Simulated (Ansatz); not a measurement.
Al3Sb3H12. Charge 0, multiplicity 3. Geometry PBE-D4/def2-SVP, that of the neutral singlet.

```csv
atom,x (Å),y (Å),z (Å)
Al1,0.964,-0.963,2.028
Al2,0.978,-1.170,-0.628
Al3,-1.915,-0.495,-2.227
Sb4,0.906,1.585,2.843
Sb5,1.685,1.321,-1.419
Sb6,-0.948,2.386,-1.165
H7,-0.171,-1.062,0.692
H8,0.784,-2.298,2.886
H9,1.477,-2.574,-1.197
H10,2.157,-1.124,0.837
H11,-3.345,-1.099,-1.852
H12,-1.575,0.286,-3.579
H13,-0.677,1.292,3.496
H14,1.633,1.098,4.346
H15,-0.623,-1.315,-1.619
H16,1.334,0.975,-3.084
H17,-1.864,0.812,-0.931
H18,-0.800,2.344,0.572
```

In the def2 sets Sb takes a core potential; there is no spin–orbit coupling. At PBE-D4/def2-SVP the gap within one spin of the charge 0 triplet nearly closes, so an electron or hole may be smeared out by delocalisation error. At PBE0-D4/def2-SVP a singlet of charge 0 lies 3.41 eV below the triplet at the same geometry.

Q: Estimate the α-spin orbital energies around the gap (eV) in Ansatz with PBE-D4/def2-SVP, PBE0-D4/def2-SVP.

A: 
```tsv
orbital	PBE-D4/def2-SVP	PBE0-D4/def2-SVP
HOMO−5	-7.22	-8.54
HOMO−4	-7.15	-8.27
HOMO−3	-6.92	-8.10
HOMO−2	-6.61	-7.74
HOMO−1	-6.26	-6.89
HOMO	-2.87	-3.88
LUMO	-2.70	-2.29
LUMO+1	-1.92	-1.25
LUMO+2	-1.76	-1.05
LUMO+3	-1.55	-0.76
LUMO+4	-1.28	-0.46
LUMO+5	-1.18	-0.37
β HOMO	-6.10	-6.86
β LUMO	-6.10	-5.47
```
